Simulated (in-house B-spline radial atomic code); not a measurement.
The numbers below are computed, except where a source is named.
## Stopping and range of 5 keV Hf in Si

The pair potential comes from two frozen, spherical free-atom densities (PBE, B-spline radial code, scalar-relativistic past argon): electrostatics plus the change in Thomas-Fermi kinetic and Dirac exchange energy where they overlap, the recipe behind the universal ZBL potential, which averages such potentials (from solid-state densities) over many pairs. It is written V = (Z1 Z2 e²/r) φ(r/a), with e² = 14.3996 eV·Å and a = 0.46850 Å/(Z1^0.23 + Z2^0.23); ZBL's fit is φ = 0.18175 e^(−3.1998x) + 0.50986 e^(−0.94229x) + 0.28022 e^(−0.4029x) + 0.02817 e^(−0.20162x). Where φ falls below 4e-4 it is continued as an exponential.

The target is taken as amorphous, with density 2.329 g/cm³ (NSM archive of the Ioffe Institute); channelling is ignored. Masses: Hf 178.49, Si 28.09 u. Nuclear stopping is S_n = 4π a Z1 Z2 e² M1/(M1 + M2) × s_n(ε), with s_n integrated over impact parameters for each pair. Electronic stopping is Lindhard and Scharff's S_e = Z1^(1/6) 8π e² a0 Z1 Z2/(Z1^(2/3) + Z2^(2/3))^(3/2) × v/v0, with a0 = 0.529177 Å and v = v0 at 24.801 keV/u; it misses the oscillations with Z1 seen in experiment, which reach tens of per cent. Compounds add by atom fraction.

```csv
target atom,a (Å),ε at this energy,"s_n, this pair","s_n, ZBL potential"
Si,0.10390,0.004867,0.118,0.1214
```

Task: What are the atom density and the stopping powers at entry?

Result: N = 2.329 × 0.602214/28.09 = 0.04993 atoms/Å³. For Si: S_n = 16370 × 0.118 = 1931 eV·Å², S_e = 1.6838 × √5000 = 119.1 eV·Å². Averaged over the target's atoms and times N × 10 Å/nm, the ion loses N S_n = 964 eV/nm to recoils and N S_e = 59.5 eV/nm to electrons; the nuclear share is 94 %.

Along the track:

| E (keV) | N S_n (eV/nm) | N S_e (eV/nm) |
| --- | --- | --- |
| 0.25 | 216 | 13.3 |
| 0.75 | 392 | 23 |
| 1.5 | 554 | 32.6 |
| 2.5 | 705 | 42 |
| 3.75 | 849 | 51.5 |
| 5 | 964 | 59.5 |

Task: Estimate the path length and the projected range.

Result: With continuous slowing down the path is the integral of dE/(N (S_n + S_e)). Trapezoids over the table give 7.59 nm, and the stretch below the first row, with stopping taken as √E, adds 2E/(N S) = 2.2 nm: 9.77 nm in all, against 9.6 nm on a fine grid from 5 eV. Deflections shorten the depth: to first order in the energy passed on, N (S_n + S_e) dR_p/dE = 1 − N S_n (M2/M1) R_p/(2E), summed over the target's atoms, and integrating this on the fine grid gives R_p = 8.39 nm, 0.87 of the path. Lindhard's rule of thumb R/(1 + M2/3M1), with mean M2/M1 = 0.16, gives 9.12 nm. On the ZBL potential the same equation gives 8.43 nm, and the full integral equation, which keeps hard collisions, 8.45 nm.
